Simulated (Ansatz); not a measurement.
`[F][SnH]([F])[O][SiH3]` + `SC1CO1` → `[SiH3]SC1CO1` + `[OH][SnH]([F])[F]`  (ligand exchange at the Si–O bond)

Gas-phase electronic energies from Ansatz, PBE0-D4/def2-TZVP geometries. CCSD(T)/CBS adds triple-zeta CCSD(T) − MP2 to the extrapolated MP2 energy (def2 sets, frozen cores). DFT in def2-TZVPP. def2 core potentials past Kr. For Sn outer-core shells are correlated without core-valence functions, which leaves a few kJ/mol of doubt a bond. Each species was taken in one conformer, which may not be the lowest.

CCSD(T)/CBS gives +41.6 kJ/mol.

(1) Another level gave +23.2 kJ/mol. Which?
A. CCSD(T)/def2-TZVPP
B. r2SCAN/def2-TZVPP
C. ωB97M-V/def2-TZVPP
D. PBE/def2-TZVPP

Largest T1 diagnostic among the species: 0.015.

Answers

(1) D. PBE 23.2, CCSD(T)/def2-TZVPP 43.1, r2SCAN 34.5, ωB97M-V 38.9 kJ/mol.

From PBE to PBE0 (25 % exact exchange), in def2-TZVPP and without D4, ΔE moves by +5.9 kJ/mol. In def2-TZVPP, CCSD(T) changes the Hartree–Fock value by −19.5 kJ/mol (the triples alone add −3.8 kJ/mol) and MP2 by −22.9 kJ/mol.
